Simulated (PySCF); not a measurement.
The dipole of `FC(F)(F)[C@@H]1CC[SiH2][SiH2]1` from its density and from atomic charges.

Coordinates (GFN2-xTB, Å) and charges (e) from the PBE0/pcSseg-1 density (PySCF):

```csv
atom,x,y,z,Mulliken,IAO,Hirshfeld,ESP-fitted
F1,1.874,-1.051,1.620,-0.2759,-0.2899,-0.0882,-0.1669
C2,2.110,-0.209,0.597,+0.8630,+0.8056,+0.2557,+0.4458
F3,3.009,-0.830,-0.191,-0.2753,-0.2900,-0.0960,-0.1664
F4,2.763,0.843,1.136,-0.2799,-0.2903,-0.1009,-0.1828
C5,0.869,0.170,-0.146,-0.6284,-0.4127,-0.1368,-0.3221
C6,-0.126,0.868,0.786,-0.2212,-0.2485,-0.0750,+0.0234
C7,-1.444,1.151,0.066,-0.4762,-0.5214,-0.1533,-0.2581
Si8,-2.079,-0.472,-0.736,+0.3216,+0.4388,+0.2499,+0.2754
Si9,0.043,-1.385,-0.941,+0.3529,+0.4294,+0.2327,+0.1529
H10,1.188,0.869,-0.926,+0.1673,+0.1634,+0.0468,+0.1731
H11,-0.314,0.221,1.649,+0.1439,+0.1376,+0.0345,+0.0609
H12,0.306,1.799,1.167,+0.1460,+0.1480,+0.0383,+0.0425
H13,-1.274,1.907,-0.703,+0.1447,+0.1445,+0.0395,+0.0857
H14,-2.155,1.581,0.771,+0.1507,+0.1550,+0.0441,+0.0824
H15,-2.999,-1.155,0.181,-0.0394,-0.0976,-0.0735,-0.0792
H16,-2.825,-0.173,-1.962,-0.0471,-0.0975,-0.0746,-0.0883
H17,0.379,-2.553,-0.127,-0.0170,-0.0840,-0.0715,-0.0280
H18,0.667,-1.574,-2.253,-0.0297,-0.0903,-0.0714,-0.0501
```

Task: What dipole does each set of charges give (1 e·Å = 4.803 D), and what does the density give?

Result: The full density gives (-2.36, 0.86, -0.99) D, 2.70 D in size; dipole vectors point from the negative to the positive end.

| scheme | μx | μy | μz | size (D) | share of the full size (%) | angle to the full dipole (°) |
| --- | --- | --- | --- | --- | --- | --- |
| Mulliken | -4.17 | -1.38 | -2.20 | 4.91 | 182 | 35 |
| IAO | -4.00 | -0.53 | -2.43 | 4.70 | 174 | 26 |
| Hirshfeld | -1.55 | -0.08 | -0.82 | 1.76 | 65 | 22 |
| ESP-fitted | -2.39 | 0.89 | -1.01 | 2.74 | 102 | 0 |

Task: Which set comes closest?

Result: Length of the difference vector: ESP-fitted 0.04 D, Hirshfeld 1.25 D, IAO 2.58 D, Mulliken 3.12 D. Closest: ESP-fitted. The schemes that divide the density aren't constrained to reproduce the dipole.

Task: What is left for the Hirshfeld atoms' own dipoles?

Result: The shares of the density sum to the whole, so what Σ q r misses lies in dipoles about the nuclei. The atomic dipoles sum to (-2.36, 0.86, -0.99) − (-1.55, -0.08, -0.82) = (-0.81, 0.94, -0.17) D, 1.25 D in size.

Task: With the origin at the mean of the coordinates, (0.000, 0.000, -0.001) Å, which are the largest single terms, by size, of the Mulliken dipole along the direction of the full one?

Result: C2 -8.83, F3 +3.73, C7 -3.67, F4 +3.44, F1 +3.40 D; all 18 atoms together +4.00 D. The single terms depend on the origin, their sum doesn't.

Task: Give the size of the full dipole in other units.

Result: 2.70 D = 1.063 au = 0.562 e·Å = 9.01 × 10⁻³⁰ C·m.

Geometry: GFN2-xTB, one conformer, isolated molecule.
